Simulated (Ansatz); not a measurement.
Input file for H$_{3}$O$_{3}$Sn, SMILES `[OH][Sn]([OH])[OH]` radical:

```yaml
crystal:
  periodic: [false, false, false]
  atoms:
    - {symbol: O, position_ang: [-1.471644, 0.974692, -0.375234]}
    - {symbol: Sn, position_ang: [-0.408925, -0.620157, 0.089012]}
    - {symbol: O, position_ang: [0.616717, -0.134999, 1.701764]}
    - {symbol: O, position_ang: [0.921467, -0.814805, -1.353152]}
    - {symbol: H, position_ang: [-1.709177, 1.497297, 0.397370]}
    - {symbol: H, position_ang: [1.509958, -0.493534, 1.690633]}
    - {symbol: H, position_ang: [0.602803, -0.476592, -2.196093]}
basis:
  gaussian: {orbitals: def2-SVP}
magnetization: {spin_polarized: true, initial_magnetization: 1}
correlation: {method: ccsd_t}
scf: {omitted_lower_state_checks: [cluster_reference]}
```

```sh
$ ansatz run in.yaml --threads 4 --pin off --events-out ev --progress --plain --max-ram 10444MiB
```

Log, shortened:

```
Functional definition: HF
885 factors; integrals over basis functions are off by at most 6.4e-4 eV
mean field evaluation 1: about -11953.0417 eV, gradient 4.0e1 eV
mean field evaluation 2: about -11953.1567 eV, gradient 4.0e1 eV
mean field evaluation 4: about -11959.5073 eV, gradient 2.4e0 eV
mean field evaluation 8: about -11959.6226 eV, gradient 1.2e-1 eV
mean field -11959.62312820 eV, -439.5080434376 hartree, gradient 4.8e-6 eV, S^2 0.763466; 0 other end points of the search recorded, 0 dependent functions left out
7 core orbitals not correlated: weight in the atoms' cores, before any rotation towards them, 1.000 or more for the frozen orbitals, at most 0.000 for the correlated occupied ones
reference -11959.62312820 eV, -439.5080434376 hartree; 18, 17 occupied and 58, 59 virtual orbitals, 885 factors
second order -18.12327034 eV of doubles, -0.00000000 eV of singles
cycle   1  -17.95329087 eV  change    1.7e-1 eV  update   1.2e-1
cycle   2  -18.40250014 eV  change   -4.5e-1 eV  update   3.7e-2
cycle   3  -18.55777740 eV  change   -1.6e-1 eV  update   2.4e-2
cycle   4  -18.55820361 eV  change   -4.3e-4 eV  update   8.0e-3
cycle   5  -18.55252545 eV  change    5.7e-3 eV  update   4.5e-3
cycle   6  -18.55358141 eV  change   -1.1e-3 eV  update   1.9e-3
cycle   7  -18.55409414 eV  change   -5.1e-4 eV  update   8.4e-4
cycle   8  -18.55417591 eV  change   -8.2e-5 eV  update   3.0e-4
cycle   9  -18.55426521 eV  change   -8.9e-5 eV  update   1.4e-4
cycle  10  -18.55421880 eV  change    4.6e-5 eV  update   4.9e-5
cycle  11  -18.55422887 eV  change   -1.0e-5 eV  update   2.5e-5
perturbative correction -0.44575820 eV, -0.0163813117 hartree
Total energy: -11978.62311527 eV, -440.2062800838 hartree
Checks for a lower state left out: cluster_reference
```

Hardware: 4 threads of an Intel Xeon Platinum 8488C on a shared host. Wall time 8.5 s, peak host memory 0.66 GiB.

Correlation energy per correlated electron: -0.543 eV. T1 diagnostic: 0.0165.
